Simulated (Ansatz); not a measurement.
`OCNBF` and `C[SiH2]NCO` differ in one atom or group.

Ansatz, PBE0-D4/def2-TZVP geometries, multiplicity 1. Each molecule was computed in one conformer, which needn't be the lowest.

| property | `OCNBF` |
| --- | --- |
| HOMO–LUMO gap (PBE/def2-TZVPP) / eV | 6.13 |
| size of the dipole moment (PBE/def2-TZVPP) / D | 3.11 |
| HOMO energy (ωB97M-V/def2-TZVPP) / eV | -10.46 |
| HOMO energy (PBE0/def2-TZVPP) / eV | -8.06 |
| LUMO energy (B3LYP/def2-TZVPP) / eV | 0.28 |
| HOMO energy (PBE/def2-TZVPP) / eV | -6.48 |

Question: Give the same properties after the change, and the shifts. (An estimate is asked.)

Answer: Computed: 
```
                                      property  `C[SiH2]NCO`  shift
           HOMO–LUMO gap (PBE/def2-TZVPP) / eV          5.57  -0.56
size of the dipole moment (PBE/def2-TZVPP) / D          1.28  -1.83
         HOMO energy (ωB97M-V/def2-TZVPP) / eV         -9.40   1.06
            HOMO energy (PBE0/def2-TZVPP) / eV         -7.06   1.00
           LUMO energy (B3LYP/def2-TZVPP) / eV          0.44   0.16
             HOMO energy (PBE/def2-TZVPP) / eV         -5.68   0.80
```

With PBE0 the HOMO rises by 1.00 eV and the LUMO rises by 0.12 eV, so the gap narrows by about 0.88 eV. PBE moves the HOMO by 0.80 eV and ωB97M-V by 1.06 eV. Dipoles are sizes alone; their direction can turn.

B3LYP here is the variant with VWN-RPA as its local correlation; programs differ in this.
